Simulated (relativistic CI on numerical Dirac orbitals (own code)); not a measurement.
# Line list: Electric-dipole lines, Sr21+

Calculated at this level of theory: Dirac-Coulomb-Breit CI, orbitals from a KLI potential per configuration, QED by a radiative potential, unscaled Slater integrals (own radial code, finite nucleus).

CI space (outside the closed core [Ne]): 3s2 3p5, 3s 3p6, 3s2 3p4 3d, 3s 3p5 3d, 3p6 3d, 3s 3p4 3d2, 3s2 3p3 3d 4p, 3s2 3p4 4s, 3p6 4s, 3p6 4p, 3s 3p4 3d 4s, 3s2 3p4 4p, 3s2 3p3 3d2, 3s2 3p2 3d3, 3s 3p3 3d3, 3s2 3p2 3d2 4s, 3s2 3p2 3d2 4p. Double excitations out of closed p, d and f shells are left out; levels of such configurations are missing from the list, as are those of other unlisted configurations, and high levels can miss mixing partners.

| λ vac (Å) | Lower | Upper | A (s⁻¹) | E lower (cm⁻¹) | E upper (cm⁻¹) |
| --- | --- | --- | --- | --- | --- |
| 88.527 | 3s2 3p4 3d 4F_7/2 [17] | 3s2 3p3 3d2 2F°_7/2 [172] | 1.78e+11 | 910039 | 2039632 |
| 88.945 | 3s2 3p5 2P°_3/2 [1] | 3s2 3p4 3d 2D_5/2 [29] | 1.86e+11 | 0 | 1124285 |
| 88.951 | 3s2 3p4 3d 4F_9/2 [8] | 3s2 3p3 3d2 2H°_9/2 [141] | 9.77e+10 | 814813 | 1939030 |
| 89.067 | 3s2 3p4 3d 4F_9/2 [8] | 3s2 3p3 3d2 4D°_7/2 [140] | 1.43e+11 | 814813 | 1937560 |
| 89.088 | 3s2 3p4 3d 2F_7/2 [9] | 3s2 3p3 3d2 4F°_7/2 [144] | 1.87e+11 | 823039 | 1945527 |
| 89.406 | 3s2 3p4 3d 4D_7/2 [6] | 3s2 3p3 3d2 4D°_5/2 [127] | 1.53e+11 | 773365 | 1891862 |
| 89.468 | 3s 3p6 2S_1/2 [3] | 3s 3p5 3d 2P°_3/2 [88] | 2.23e+11 | 632329 | 1750047 |
| 89.569 | 3s2 3p5 2P°_3/2 [1] | 3s2 3p4 3d 2P_3/2 [28] | 3.04e+11 | 0 | 1116452 |
| 89.928 | 3s2 3p4 3d 4F_9/2 [8] | 3s2 3p3 3d2 4F°_9/2 [138] | 2.07e+11 | 814813 | 1926809 |
| 90.128 | 3s2 3p4 3d 4F_7/2 [17] | 3s2 3p3 3d2 2F°_5/2 [167] | 2.10e+11 | 910039 | 2019576 |
| 90.357 | 3s2 3p5 2P°_3/2 [1] | 3s2 3p4 3d 2D_5/2 [27] | 1.95e+11 | 0 | 1106720 |
| 90.521 | 3s2 3p5 2P°_1/2 [2] | 3s2 3p4 3d 2D_3/2 [31] | 3.57e+11 | 114310 | 1219026 |
| 90.539 | 3s2 3p4 3d 4D_5/2 [4] | 3s2 3p3 3d2 4P°_3/2 [121] | 2.66e+11 | 761796 | 1866288 |
| 90.833 | 3s2 3p4 3d 2G_9/2 [21] | 3s2 3p3 3d2 2G°_9/2 [174] | 1.55e+11 | 950684 | 2051601 |
| 91.061 | 3s2 3p4 3d 4F_9/2 [8] | 3s2 3p3 3d2 4D°_7/2 [133] | 1.57e+11 | 814813 | 1912972 |
| 92.650 | 3s2 3p5 2P°_3/2 [1] | 3s2 3p4 3d 2S_1/2 [26] | 3.55e+11 | 0 | 1079329 |
| 93.090 | 3s2 3p4 3d 2F_7/2 [24] | 3s2 3p3 3d2 2G°_9/2 [179] | 1.81e+11 | 1012483 | 2086708 |
| 93.700 | 3s2 3p4 3d 4F_9/2 [8] | 3s2 3p3 3d2 4G°_11/2 [125] | 1.29e+11 | 814813 | 1882049 |
| 94.270 | 3s2 3p4 3d 2G_9/2 [21] | 3s2 3p3 3d2 2H°_11/2 [165] | 1.53e+11 | 950684 | 2011469 |
| 95.881 | 3s2 3p5 2P°_1/2 [2] | 3s2 3p4 3d 2P_1/2 [30] | 2.67e+11 | 114310 | 1157273 |

Terms are leading LS components. Brackets give the number of a level in order of energy, since labels repeat. The list gives strong lines, with weight on those to low levels, without lines whose two gauges differ by over a factor of 2.5, among the lowest 200 of 2504 levels, so that lines to higher ones, which can be the strongest, are missing. Levels whose partners in the same complex of configurations lie outside the list can be far off, and so can their lines. Rates are taken at the computed energies, electric ones in the length gauge.

At this charge energies of transitions that change n are usually good to better than 1 %, and those within a shell (Δn = 0) to a few per cent.

LS names give the leading component of a level, which can be under half, so a name can repeat, a term be missing and a line seem to break the LS rules.
